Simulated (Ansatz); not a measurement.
Born–Oppenheimer molecular dynamics of H4O4Si (9 atoms, charge 0, multiplicity 1). It starts from a relaxed structure.

All numbers below come from Ansatz, RKS PBE0-D4/def2-SVP.

| Quantity | Value |
| --- | --- |
| ensemble | NVE (Milne-controlled integrator) |
| time step | 0.5 fs |
| steps asked | 100 |
| starting velocities drawn for | 1500 K |
| seed | 996915 |

First frame:

```xyz
9
Properties=species:S:1:pos:R:3
Si -0.221 -0.214 0.087
O -0.266 -0.388 1.725
H -0.355 0.431 2.220
O 1.252 0.128 -0.567
H 1.811 -0.636 -0.738
O -1.193 1.069 -0.266
H -1.020 1.494 -1.112
O -0.677 -1.666 -0.545
H -1.333 -2.148 -0.031
```

How far do the bonds stretch over the last three quarters of this one trajectory? (Pairs bonded in most of those frames.)


| bond | mean (Å) | spread (Å) | shortest | longest |
| --- | --- | --- | --- | --- |
| Si1–O2 | 1.647 | 0.027 | 1.61 | 1.69 |
| Si1–O4 | 1.677 | 0.079 | 1.55 | 1.79 |
| Si1–O6 | 1.656 | 0.037 | 1.58 | 1.70 |
| Si1–O8 | 1.641 | 0.047 | 1.57 | 1.71 |
| O2–H3 | 0.966 | 0.025 | 0.93 | 1.00 |
| O4–H5 | 0.971 | 0.032 | 0.92 | 1.02 |
| O6–H7 | 0.972 | 0.040 | 0.90 | 1.03 |
| O8–H9 | 0.971 | 0.044 | 0.90 | 1.03 |

Mean temperature of the second half: 618 K. The conserved energy stayed within 0.16 meV per atom of its start (net change 0.0019 meV per atom), so the integration is sound. A run of 0.05 ps of so small a system gives no equilibrium averages.

Run time: 2.6 min on 2 threads of Arm Neoverse V2, on a shared host, peak memory 0.18 GiB.
